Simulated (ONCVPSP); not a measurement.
**Before and after: ONCV potential for phosphorus (P)**

- Element: P
- Generator: ONCVPSP 4.0.1
- Type: optimised norm-conserving Vanderbilt (ONCV)
- Functional: PBE
- Relativity: scalar-relativistic
- Frozen core: [Ne]
- Valence charge: 5
- Reference configuration: 3s2 3p3
- Partial waves: 3s: rc 1.35 bohr, ncon 4, nbas 8, qcut 4.1 1/bohr, 2 projectors, debl 3.5 Ha; 3p: rc 1.25 bohr, ncon 3, nbas 6, qcut 6.7 1/bohr, 3 projectors, debl 0.8 Ha; d scattering state at 0.16 Ha: rc 1.40 bohr, ncon 4, nbas 9, qcut 6.2 1/bohr, 2 projectors, debl 2 Ha
- Local potential: polynomial inside 0.90 bohr (lpopt 5, dvloc0 0 Ha)
- Core correction: Teter function fitted to the true core (icmod 2), fcfact 0.4

All-electron outer shells of the reference configuration (PBE, scalar-relativistic, ld1.x):

```
shell  level (eV)  outermost node (bohr)  outermost maximum (bohr)
   2s     -173.99                   0.14                      0.42
   2p     -124.49                      –                      0.36
   3s      -13.97                   0.65                      1.58
   3p       -5.51                   0.64                      1.83
```

Change: s: qcut 3.3; p: qcut 5.4; d: qcut 5.

Cutoffs: the cutoffs (Ha) at which the residual kinetic energy of the hardest occupied pseudo-wave falls to 1 and 0.1 mHa per electron; they do not see the model core or the augmentation charge, which bear on the density cutoff. Errors are all-electron minus pseudo energies relative to the spin-unpolarised reference configuration.

Predict the effect on cutoff, ghosts and configuration errors.

The potential gets harder (17 Ha and 69 Ha → 28 Ha and 78 Ha); both files keep a bound ghost (p); of the 4 tests that both files solve, the error grows in 2 and shrinks in 0 by more than 15 % and 0.3 meV (median size 3.3 → 4.4 meV).

| quantity | base | changed |
| --- | --- | --- |
| cutoff, loose | 17 Ha | 28 Ha |
| cutoff, tight | 69 Ha | 78 Ha |
| loose cutoff by channel | s 11 Ha, p 17 Ha | s 28 Ha, p 13 Ha |
| bound ghosts | p | p |
| GHOST(+) flags under 300 eV | s at 118.8 eV | s at 123.9 eV |
| error for 3s2 3p2, meV [ΔE 9.73 eV] | -1.4 | -1.1 |
| error for 3s2 3p1, meV [ΔE 28.88 eV] | +5.3 | +7.7 |
| error for 3s2 3p0, meV [ΔE 58.62 eV] | +46 | +53 |
| error for 3s2 3p2.5, meV [ΔE 3.77 eV] | -0.9 | -0.9 |
| s: phases at 1.37 bohr within 0.05 rad from the reference energy up to (Ha; the scan ends near 5) | 4.3 | 4.4 |
| p: phases at 1.27 bohr within 0.05 rad from the reference energy up to (Ha; the scan ends near 5) | to the end of the scan | to the end of the scan |
| d: phases at 1.42 bohr within 0.05 rad from the reference energy up to (Ha; the scan ends near 5) | to the end of the scan | to the end of the scan |
| rms error of d²Exc/dni dnj with the model core, mHa | 0.86 | 0.81 |

 A true bound ghost makes a file unfit for plane-wave use even where its test errors are small: the radial tests pick states by their node count and pass the ghost by.
